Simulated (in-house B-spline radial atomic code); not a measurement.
Computed with a B-spline radial atomic code. Model: two electrons, singlet ground state, non-relativistic, full CI in B-splines with partial waves to l = 8 (at full coupling up to 3e-4 hartree above the limit, correlation up to 0.6 % small), density held at that of full coupling by Lieb maximisation.

W(λ) is the mean repulsion in the state of coupling λ less the Hartree energy of the fixed density. Its start is exact exchange, its initial slope is twice the second-order Görling-Levy correlation energy, and its area from 0 to 1 is E_xc. A straight curve means weak, dynamic correlation, and a curve that drops fast and flattens means strong correlation.

Command:
```bash
python run_ac.py task.json out
```
Settings (lengths in bohr, energies in hartree):
```
potential              dot
strength               3.24
lmax                   8
second                 2
```

Run time, properties included: 5.7 s on 1 thread of Intel(R) Xeon(R) Processor @ 2.30GHz, on a shared host.

**W = mean repulsion less Hartree energy, and W of three functionals.**

Given: confinement charge in harmonic well; well frequency 3.24 hartree; nuclear charge 2; external potential omega^2 r^2/2 - Z/r.

Computed: PBE exchange minus exact 67.038 millihartree; SCAN exchange minus exact 10.02 millihartree.

```json
{"coupling": "0", "W xc (hartree)": "-1.8214", "W xc minus exchange (millihartree)": "0", "kinetic minus Kohn-Sham (millihartree)": "0", "LDA (PW92) W minus its exchange (millihartree)": "0", "PBE W minus its exchange (millihartree)": "0", "SCAN W minus its exchange (millihartree)": "0"}
{"coupling": "0.02", "W xc (hartree)": "?", "W xc minus exchange (millihartree)": "?", "kinetic minus Kohn-Sham (millihartree)": "?", "LDA (PW92) W minus its exchange (millihartree)": "?", "PBE W minus its exchange (millihartree)": "?", "SCAN W minus its exchange (millihartree)": "?"}
{"coupling": "0.05", "W xc (hartree)": "-1.826", "W xc minus exchange (millihartree)": "-4.59", "kinetic minus Kohn-Sham (millihartree)": "0.1", "LDA (PW92) W minus its exchange (millihartree)": "-27.87", "PBE W minus its exchange (millihartree)": "-5.96", "SCAN W minus its exchange (millihartree)": "-4.66"}
{"coupling": "0.12", "W xc (hartree)": "-1.8324", "W xc minus exchange (millihartree)": "-10.919", "kinetic minus Kohn-Sham (millihartree)": "0.7", "LDA (PW92) W minus its exchange (millihartree)": "-54.59", "PBE W minus its exchange (millihartree)": "-14.27", "SCAN W minus its exchange (millihartree)": "-10.98"}
{"coupling": "0.25", "W xc (hartree)": "-1.8438", "W xc minus exchange (millihartree)": "-22.383", "kinetic minus Kohn-Sham (millihartree)": "2.8", "LDA (PW92) W minus its exchange (millihartree)": "-93.18", "PBE W minus its exchange (millihartree)": "-29.34", "SCAN W minus its exchange (millihartree)": "-22.31"}
{"coupling": "0.4", "W xc (hartree)": "?", "W xc minus exchange (millihartree)": "?", "kinetic minus Kohn-Sham (millihartree)": "?", "LDA (PW92) W minus its exchange (millihartree)": "?", "PBE W minus its exchange (millihartree)": "?", "SCAN W minus its exchange (millihartree)": "?"}
{"coupling": "0.6", "W xc (hartree)": "-1.8729", "W xc minus exchange (millihartree)": "-51.481", "kinetic minus Kohn-Sham (millihartree)": "15.1", "LDA (PW92) W minus its exchange (millihartree)": "-168.96", "PBE W minus its exchange (millihartree)": "-67.16", "SCAN W minus its exchange (millihartree)": "-50.64"}
{"coupling": "0.8", "W xc (hartree)": "-1.8885", "W xc minus exchange (millihartree)": "-67.037", "kinetic minus Kohn-Sham (millihartree)": "25.9", "LDA (PW92) W minus its exchange (millihartree)": "-203.02", "PBE W minus its exchange (millihartree)": "-87.05", "SCAN W minus its exchange (millihartree)": "-65.66"}
{"coupling": "1", "W xc (hartree)": "-1.9033", "W xc minus exchange (millihartree)": "-81.875", "kinetic minus Kohn-Sham (millihartree)": "39.3", "LDA (PW92) W minus its exchange (millihartree)": "-233.03", "PBE W minus its exchange (millihartree)": "-105.8", "SCAN W minus its exchange (millihartree)": "-79.95"}
{"coupling": "1.4", "W xc (hartree)": "-1.931", "W xc minus exchange (millihartree)": "-109.58", "kinetic minus Kohn-Sham (millihartree)": "72.4", "LDA (PW92) W minus its exchange (millihartree)": "-284.5", "PBE W minus its exchange (millihartree)": "-140.34", "SCAN W minus its exchange (millihartree)": "-106.59"}
{"coupling": "2", "W xc (hartree)": "-1.9682", "W xc minus exchange (millihartree)": "-146.78", "kinetic minus Kohn-Sham (millihartree)": "135.4", "LDA (PW92) W minus its exchange (millihartree)": "-347.37", "PBE W minus its exchange (millihartree)": "-185.93", "SCAN W minus its exchange (millihartree)": "-142.47"}
{"coupling": "3", "W xc (hartree)": "-2.0207", "W xc minus exchange (millihartree)": "-199.31", "kinetic minus Kohn-Sham (millihartree)": "265.9", "LDA (PW92) W minus its exchange (millihartree)": "-428.68", "PBE W minus its exchange (millihartree)": "-249.35", "SCAN W minus its exchange (millihartree)": "-193.62"}
{"coupling": "4.5", "W xc (hartree)": "-2.083", "W xc minus exchange (millihartree)": "-261.53", "kinetic minus Kohn-Sham (millihartree)": "497.1", "LDA (PW92) W minus its exchange (millihartree)": "-518.68", "PBE W minus its exchange (millihartree)": "-324.05", "SCAN W minus its exchange (millihartree)": "-255.39"}
{"coupling": "7", "W xc (hartree)": "-2.1578", "W xc minus exchange (millihartree)": "-336.32", "kinetic minus Kohn-Sham (millihartree)": "921.2", "LDA (PW92) W minus its exchange (millihartree)": "-622.95", "PBE W minus its exchange (millihartree)": "-414.93", "SCAN W minus its exchange (millihartree)": "-331.8"}
{"coupling": "10", "W xc (hartree)": "-2.2192", "W xc minus exchange (millihartree)": "-397.72", "kinetic minus Kohn-Sham (millihartree)": "1437.4", "LDA (PW92) W minus its exchange (millihartree)": "-708.45", "PBE W minus its exchange (millihartree)": "-491.98", "SCAN W minus its exchange (millihartree)": "-396.35"}
```

**Question.** What belongs in the row 0.02?

**Answer.** W xc (hartree): -1.8233; W xc minus exchange (millihartree): -1.843; kinetic minus Kohn-Sham (millihartree): 0; LDA (PW92) W minus its exchange (millihartree): -13.36; PBE W minus its exchange (millihartree): -2.38; SCAN W minus its exchange (millihartree): -1.88.

**Question.** What belongs in the row 0.4?

**Answer.** W xc (hartree): -1.8566; W xc minus exchange (millihartree): -35.159; kinetic minus Kohn-Sham (millihartree): 6.9; LDA (PW92) W minus its exchange (millihartree): -129.08; PBE W minus its exchange (millihartree): -46.04; SCAN W minus its exchange (millihartree): -34.8.

**Question.** What is the LDA exchange minus exact?

**Answer.** 268 millihartree.

**Energy parts, natural occupations and partial-wave weights.**

Computed: total energy 1.8537 hartree; exchange energy -1.8214 hartree; correlation energy -0.042593 hartree; kinetic part of the DFT correlation energy 0.039282 hartree; initial slope twice GL2 -0.092351 hartree; Kohn-Sham kinetic 7.8336 hartree; Lieb Oxford ratio E_xc over LDA exchange 1.1999.

| natural | occupation of the shell (electrons) |
| --- | --- |
| s | 1.995 |
| p | ? |
| s | 0.00073886 |
| d | 0.00018582 |
| p | 7.0716e-05 |
| f | 2.4351e-05 |

**Question.** What belongs in the row p?

**Answer.** occupation of the shell (electrons): 0.0039746.

```tsv
wave	weight
s	0.99786
p	0.0020253
d	?
f	1.3841e-05
g	3.2371e-06
```

**Question.** What belongs in the row d?

**Answer.** weight: 9.9793e-05.

**Question.** What is the kinetic part over minus potential part?

**Answer.** 0.47978.

**Question.** What is the Hartree energy?

**Answer.** 3.6429 hartree.

Half-way to full coupling W has made 53 % of its drop, against 50 % for a straight line, and second-order (GL2) theory, half the initial slope, overshoots the correlation energy by about 8 %: a moderate bend, as in light atoms. Over couplings 0 to 1 the errors in E_xc come to about +170 millihartree for LDA, +54 millihartree for PBE, +11 millihartree for SCAN, so SCAN is nearest. In LDA and PBE the errors of exchange and correlation have opposite signs, so the sum is smaller than the larger of the two.
